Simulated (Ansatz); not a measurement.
Wavefunction ladder for `C[N](C)[Zr]([NH2])([F])[Cl]`

Z-matrix (Å, degrees):
```
Zr
N 1 2.020
N 1 2.005 2 107.0
F 1 1.916 2 111.6 3 -117.6
C 1 3.177 2 88.1 3 2.2
C 1 2.892 2 134.3 3 -3.5
Cl 1 2.382 2 110.7 3 115.7
H 2 1.012 1 124.6 3 -83.6
H 2 1.012 1 126.4 3 105.1
H 5 1.099 1 123.3 2 -102.8
H 5 1.099 1 121.6 2 111.7
H 5 1.091 1 83.3 2 4.4
H 6 1.098 1 125.9 2 -73.7
H 6 1.099 1 71.6 2 -171.6
H 6 1.098 1 124.1 2 90.3
```

Total charge 0; spin multiplicity 1. Correlated methods include outer-core shells of Zr, which these sets cover unevenly. Zr takes the def2 core potential. Geometry: relaxed with PBE0-D4/def2-TZVP. It is one conformer, not always the lowest. Frozen core, restricted reference, Ansatz 0.2.0.

```
     basis     HF (Eh)  MP2 corr.  CCSD corr.       (T)  CCSD(T) total
  def2-SVP  -794.62996          ?           ?  -0.03879              ?
def2-TZVPP           ?          ?    -1.61678  -0.06827              ?
def2-QZVPP  -795.17107   -1.72346           –         –              –
```

(1) Fill in the withheld values. (Best estimate.)

Answers

(1) The calculation gave: def2-SVP MP2 corr.: -1.20272; def2-SVP CCSD corr.: -1.25472; def2-SVP CCSD(T) total: -795.92347; def2-TZVPP HF (Eh): -795.14035; def2-TZVPP MP2 corr.: -1.57656; def2-TZVPP CCSD(T) total: -796.82540.
